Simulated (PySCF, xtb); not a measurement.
C₃H₆FNSi, SMILES F[C@@H]1CN=C1[SiH3].

GFN2-xTB run with xtb at its own geometry gives an orbital gap of 3.02 eV and a dipole moment of 1.47 D.

Geometry: PBE-D3(BJ)/def2-SVP. The structure was generated by enumeration; whether it is a known compound was not checked.

**Question.** What does PBE/def2-TZVP run with PySCF give? (The exact figures need the calculation; the answer reports its results.)

**Answer.** gap 3.83 eV (levels -6.26 and -2.43 eV), dipole 1.11 D.
